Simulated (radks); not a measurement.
Spherical quantum dot in the effective-mass picture: electrons in a parabolic well V = omega^2 r^2 / 2 with omega = 0.22, all in effective atomic units (hartree* = m*/eps^2 hartree, bohr* = eps/m* bohr), one dielectric constant everywhere. Calculated with a radial shooting solver with Libxc functionals: non-relativistic Kohn-Sham, LDA (Slater exchange, Perdew-Wang correlation), spin-polarised, spherical densities. Levels are named by radial order and angular momentum (1s, 1p, 1d, 2s, ...), and open shells are averaged over m.

N = 16, configuration 1s2 1p6 1d(up 5, down 3). This is the lowest configuration that the search found. Occupied and some empty levels:

level    occupation  eigenvalue (hartree*)  <r> (bohr*)
1s up             1                 3.2362        4.269
1s down           1                 3.2443        4.207
1p up             3                 3.3071        5.137
1p down           3                 3.3173        5.124
1d up             5                 3.3938        5.706
1d down           3                 3.4044        5.714
2s up             0                 3.4283        4.623
2s down           0                 3.4340        4.658
1f up             0                 3.4947        6.147
1f down           0                 3.5051        6.163
2p up             0                 3.5501        5.224
2p down           0                 3.5564        5.229

Energy (hartree*): total 32.7324, kinetic 2.2781, external 11.768, Hartree 21.716, exchange-correlation -3.0292.

Electron density:

r (bohr*)  n(r) (e/bohr*^3)
0.221              0.005734
0.775              0.006123
1.33               0.006954
1.88               0.008209
2.44               0.009791
2.99                0.01149
3.54                0.01296
4.10                0.01381
4.65                0.01367
5.21                0.01235
5.76                0.01001
6.32               0.007143
6.87               0.004417
7.42               0.002337
7.98               0.001051
8.53              0.0003996
9.09              0.0001285
9.64             0.00003498
10.2              8.193e-06
10.8              1.583e-06
